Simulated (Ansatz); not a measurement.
## Ligand exchange: CHBrClF + SiH(CH3)3 → C2H4ClF + SiH(CH3)2Br

Species: CHBrClF `FC(Cl)Br`, singlet; SiH(CH3)3 (trimethylsilane), singlet; C2H4ClF `CC(F)Cl`, singlet; SiH(CH3)2Br, singlet. The partners trade Br for CH3: C–Br and Si–CH3 bonds give way to C–CH3 and Si–Br.

Shapes, held fixed at every level: PBE0-D4/def2-TZVP. Programs: Ansatz 0.2.0. The zero-point and thermal change to 298 K, harmonic and unscaled (PBE0-D4/def2-TZVP), is +6.4 kJ/mol.

(1) Estimate ΔH(298 K) of this reaction.

## Answers

(1) The highest level, CCSD(T)/def2-TZVPP, gives ΔH(298 K) = -147.3 kJ/mol; the levels span -171.8 to -139.1. The column of differences is taken from that level and isn't an error. No measured value is set beside it here. Relativity is left out for Br. Outer-core shells of Br are correlated, in sets that cover them unevenly.

| level | kind | ΔH(298 K) (kJ/mol) | less CCSD(T)/def2-TZVPP |
| --- | --- | --- | --- |
| HF/def2-TZVPP | Hartree–Fock | -171.8 | -24.5 |
| SPW92/def2-TZVPP | LDA | -139.1 | +8.2 |
| B3LYP-D4/def2-TZVPP | global hybrid | -143.8 | +3.5 |
| BHLYP-D4/def2-TZVPP | global hybrid | -157.4 | -10.1 |
| r2SCAN0-D4/def2-TZVPP | global hybrid | -153.5 | -6.2 |
| B2PLYP/def2-TZVPP | double hybrid | -147.7 | -0.4 |
| CCSD(T)/def2-SVP | coupled cluster or CI | -158.6 | -11.3 |
| CCSD(T)/def2-TZVPP | coupled cluster or CI | -147.3 | 0.0 |
